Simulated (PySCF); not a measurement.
Several species in one continuum solvent.

All values: CAM-B3LYP/def2-SVPD (PySCF, non-relativistic), each on one gas-phase PBE0-D3(BJ)/def2-SVP geometry that isn't relaxed in the solvent. The solvent is an IEF-PCM continuum (van der Waals radii × 1.2). Only the electrostatic response of the medium enters. Spin–orbit coupling is left out although an atom past zinc is present.

Question: Order them by E(solvent) − E(gas) in chloroform (ε = 4.711), most negative first (kcal/mol).
A. `[BH2][GeH3]`
B. `[CH2:1]=[C:2]1[CH2:3][C@@H:4]1/[CH:5]=[N:6]/[CH3:7]` with C3–C4–C5–N6 148°
C. `[CH:1]#[C:2]/[C:3](=[CH:4]\[O:5][CH3:6])[O:7][CH:8]([F:9])[F:10]` with C3–C4–O5–C6 1°, C2–C3–O7–C8 -73°, C3–O7–C8–F9 169°
D. `[CH3][Ge@@H]([GeH3])[Br]`

Answer: C (-4.6), B (-3.3), D (-1.9), A (-0.4).

```csv
SMILES,charge,ΔE (kcal/mol),polarisation term (kcal/mol),HOMO shift (eV),dipole gas (D),dipole solvent (D),atoms,"lowest singlet, gas (eV)","lowest singlet, solvent (eV)"
C#C/C(=C\OC)OC(F)F,0,-4.6,-5.0,+0.10,3.90,4.52,16,5.11,5.13
C=C1C[C@@H]1/C=N/C,0,-3.3,-3.7,-0.10,1.55,2.06,16,5.23,5.33
[CH3][Ge@@H]([GeH3])[Br],0,-1.9,-2.2,+0.04,2.50,3.22,11,5.87,5.92
[BH2][GeH3],0,-0.4,-0.4,+0.10,0.49,0.60,7,4.22,4.27
```

The polarisation term is half the interaction of the solute with the induced surface charges. Singlets are vertical TDDFT energies (frozen core, non-equilibrium response), the lowest in each medium.
